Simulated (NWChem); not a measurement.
System: C2H5ClOSi; SMILES CC(=O)[SiH2]Cl

Here is an NWChem input.

```
start job
memory heap 200 mb stack 900 mb global 1100 mb
geometry units angstroms
  C     -1.971774    -0.024566     0.598185
  C     -1.107635    -0.633034    -0.471449
  O     -1.509189    -1.499004    -1.213996
  Si     0.698208     0.023737    -0.682208
  Cl     1.291976     0.870666     1.049386
  H     -1.510934    -0.198906     1.568848
  H     -2.022854     1.052427     0.447998
  H     -2.972060    -0.451552     0.581622
  H      1.566423    -1.097970    -1.009680
  H      0.691213     1.040287    -1.730374
end
basis spherical
  * library 6-31g*
end
dft
  xc b3lyp
  iterations 150
end
driver
  maxiter 120
end
task dft optimize
task dft freq
```

Excerpt of the output:

```
             Northwest Computational Chemistry Package (NWChem) 7.3.0
             --------------------------------------------------------

 C1  symmetry detected

                             Geometry "geometry" -> ""
                             -------------------------

 Output coordinates in angstroms (scale by  1.889725989 to convert to a.u.)

  No.       Tag          Charge          X              Y              Z
 ---- ---------------- ---------- -------------- -------------- --------------
    1 C                    6.0000    -1.54380609     1.28042341     0.16756751
    2 C                    6.0000    -0.05275818     1.30564493    -0.02537395
    3 O                    8.0000     0.55117983     2.32343401    -0.27415091
    4 Si                  14.0000     0.92992716    -0.34782321     0.16752257
    5 Cl                  17.0000    -0.32728031    -1.89496009    -0.13917563
    6 H                    1.0000    -1.98691711     0.62002696    -0.57572500
    7 H                    1.0000    -1.77116518     0.86868754     1.14933155
    8 H                    1.0000    -1.96632989     2.27840258     0.07442947
    9 H                    1.0000     1.99826525    -0.37263615    -0.82106219
   10 H                    1.0000     1.44087897    -0.41451655     1.53374182

 Effective nuclear repulsion energy (a.u.)     272.5073829035

                                Z-matrix (autoz)
                                --------

 Units are Angstrom for bonds and degrees for angles

      Type          Name      I     J     K     L     M      Value
      ----------- --------  ----- ----- ----- ----- ----- ----------
    1 Stretch                  1     2                       1.50369
    2 Stretch                  1     6                       1.08856
    3 Stretch                  1     7                       1.08861
    4 Stretch                  1     8                       1.08773
    5 Stretch                  2     3                       1.20935
    6 Stretch                  2     4                       1.93309
    7 Stretch                  4     5                       2.01699
    8 Stretch                  4     9                       1.45577
    9 Stretch                  4    10                       1.46016
   10 Bend                     1     2     3               122.39163
   11 Bend                     1     2     4               118.48474
   12 Bend                     2     1     6               109.03840
   13 Bend                     2     1     7               109.21766
   14 Bend                     2     1     8               111.02667
   15 Bend                     2     4     5               108.90896
   16 Bend                     2     4     9               108.65543
   17 Bend                     2     4    10               108.07856
   18 Bend                     3     2     4               119.11244
   19 Bend                     5     4     9               109.94333
   20 Bend                     5     4    10               108.98687
   21 Bend                     6     1     7               107.53763
   22 Bend                     6     1     8               109.87832
   23 Bend                     7     1     8               110.06621
   24 Bend                     9     4    10               112.19822
   25 Torsion                  1     2     4     5          22.90000
   26 Torsion                  1     2     4     9         142.64837
   27 Torsion                  1     2     4    10         -95.36770
   28 Torsion                  3     2     1     6         119.96173
   29 Torsion                  3     2     1     7        -122.78863
   30 Torsion                  3     2     1     8          -1.23687
   31 Torsion                  3     2     4     5        -158.28740
   32 Torsion                  3     2     4     9         -38.53903
   33 Torsion                  3     2     4    10          83.44490
   34 Torsion                  4     2     1     6         -61.26682
   35 Torsion                  4     2     1     7          55.98282
   36 Torsion                  4     2     1     8         177.53458

                           NWChem Geometry Optimization
                           ----------------------------

 maximum gradient threshold         (gmax) =   0.000450
 rms gradient threshold             (grms) =   0.000300
 maximum cartesian step threshold   (xmax) =   0.001800
 rms cartesian step threshold       (xrms) =   0.001200
 fixed trust radius                (trust) =   0.300000
 source of zmatrix                         =   autoz

          -------------------
          Energy Minimization
          -------------------

 Using diagonal initial Hessian
 Scaling for Hessian diagonals: bonds = 1.00  angles = 0.25  torsions = 0.10

          --------
          Step   0

                                 NWChem DFT Module
                                 -----------------

 Summary of "ao basis" -> "ao basis" (spherical)
 ------------------------------------------------------------------------------
       Tag                 Description            Shells   Functions and Types
 ---------------- ------------------------------  ------  ---------------------
 C                           6-31g*                  6       14   3s2p1d
 O                           6-31g*                  6       14   3s2p1d
 Si                          6-31g*                  8       18   4s3p1d
 Cl                          6-31g*                  8       18   4s3p1d
 H                           6-31g*                  2        2   2s

[...]

      ----------------------
      Optimization converged
      ----------------------

  Step       Energy      Delta E   Gmax     Grms     Xrms     Xmax
  ---- ---------------- -------- -------- -------- -------- --------
@   12    -904.16306911 -1.2D-07  0.00003  0.00001  0.00069  0.00171
                                     ok       ok       ok       ok

                                Z-matrix (autoz)
                                --------

 Units are Angstrom for bonds and degrees for angles

[...]

 Rotational Constants
 --------------------
 A=   0.196268 cm-1  (  0.282379 K)
 B=   0.058110 cm-1  (  0.083606 K)
 C=   0.045948 cm-1  (  0.066107 K)

 Temperature                      =   298.15K
 frequency scaling parameter      =   1.0000

 Zero-Point correction to Energy  =   41.013 kcal/mol  (  0.065358 au)
 Thermal correction to Energy     =   45.443 kcal/mol  (  0.072419 au)
 Thermal correction to Enthalpy   =   46.036 kcal/mol  (  0.073362 au)

 Total Entropy                    =   84.600 cal/mol-K
   - Translational                =   39.929 cal/mol-K (mol. weight = 107.9798)
   - Rotational                   =   27.511 cal/mol-K (symmetry #  =        1)
   - Vibrational                  =   17.160 cal/mol-K

 Cv (constant volume heat capacity) =   22.960 cal/mol-K
   - Translational                  =    2.979 cal/mol-K
   - Rotational                     =    2.979 cal/mol-K
   - Vibrational                    =   17.001 cal/mol-K

[normal modes left out]

 ----------------------------------------------------------------------------
 Normal Eigenvalue ||           Projected Infra Red Intensities
  Mode   [cm**-1]  || [atomic units] [(debye/angs)**2] [(KM/mol)] [arbitrary]
 ------ ---------- || -------------- ----------------- ---------- -----------
    1       -0.000 ||    0.000324           0.007         0.316       0.098
    2       -0.000 ||    0.000024           0.001         0.023       0.007
    3        0.000 ||    0.000002           0.000         0.001       0.000
    4        0.000 ||    0.000004           0.000         0.004       0.001
    5        0.000 ||    0.000199           0.005         0.194       0.060
    6        0.000 ||    0.000124           0.003         0.121       0.038
    7       51.402 ||    0.006104           0.141         5.950       1.850
    8      105.180 ||    0.009552           0.220         9.312       2.895
    9      131.267 ||    0.000157           0.004         0.153       0.048
   10      272.818 ||    0.000451           0.010         0.440       0.137
   11      355.500 ||    0.011759           0.271        11.464       3.564
   12      376.548 ||    0.019482           0.449        18.992       5.905
   13      527.257 ||    0.086519           1.996        84.343      26.223
   14      586.084 ||    0.026108           0.602        25.451       7.913
   15      622.080 ||    0.004994           0.115         4.869       1.514
   16      712.536 ||    0.000009           0.000         0.009       0.003
   17      859.027 ||    0.239075           5.516       233.062      72.462
   18      938.354 ||    0.114715           2.647       111.830      34.769
   19      958.028 ||    0.019439           0.448        18.950       5.892
   20     1011.979 ||    0.000423           0.010         0.413       0.128
   21     1179.949 ||    0.049878           1.151        48.623      15.118
   22     1406.776 ||    0.028441           0.656        27.726       8.620
   23     1481.915 ||    0.020350           0.469        19.839       6.168
   24     1488.929 ||    0.015999           0.369        15.597       4.849
   25     1761.899 ||    0.118624           2.737       115.640      35.954
   26     2279.547 ||    0.081368           1.877        79.321      24.662
   27     2296.147 ||    0.121768           2.809       118.706      36.907
   28     3043.587 ||    0.000413           0.010         0.403       0.125
   29     3103.320 ||    0.004008           0.092         3.908       1.215
   30     3152.551 ||    0.009482           0.219         9.243       2.874
 ----------------------------------------------------------------------------
```

Level: B3LYP/6-31G* (spherical d). B3LYP is NWChem's, with the RPA form of VWN correlation.
